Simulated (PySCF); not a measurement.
# Shapes and spin states of CoSBr

These are results of PySCF, B3LYP, basis Co def2-SVP, S def2-SVP, Br def2-SVP (no relativity, density fitting), not measurements.

Relaxations began from a few typed shapes and spin states; open shells are unrestricted. The search is not exhaustive: other isomers or separated fragments can lie lower, and high-lying points may rest on an excited occupation.

(1) Which is the lowest minimum found?
A. singlet (closed shell, unstable to spin polarisation) Cs: Co–Br 2.209 Å, Co–S 1.934 Å; Br–Co–S 153.5°
B. singlet (closed shell, unstable to spin polarisation) Cs: Co–Br 2.206 Å, Co–S 1.939 Å; Br–Co–S 142.0°
C. singlet (closed shell, unstable to spin polarisation) C∞v: Co–Br 2.215 Å, Co–S 1.937 Å; Br–Co–S 180.0°
D. broken-symmetry Ms = 1 (⟨S²⟩ 2.81) C∞v: Co–Br 2.251 Å, Co–S 2.132 Å; Br–Co–S 180.0°
E. quintet C∞v: Co–Br 2.284 Å, Co–S 2.050 Å; Br–Co–S 180.0°

Answers

(1) E. The others lie at 12.0 (broken-symmetry Ms = 1 C∞v), 167.4 (singlet Cs), 171.0 (singlet Cs), 172.2 (singlet C∞v, a saddle point) kJ/mol above it.

Formally Co is in oxidation state +3, d6, with 4 unpaired electrons (the high-spin count). The Mulliken spin on Co is 2.77. The polar-tensor charge on Co, 0.92, is far below the formal one.

For the lowest minimum: open d and f shells are described by one determinant, and the ground state may have another occupation or spin.

The electron or spin density has lower symmetry than the nuclear frame for the broken-symmetry Ms = 1 (⟨S²⟩ 2.81) C∞v at 12.0 kJ/mol.
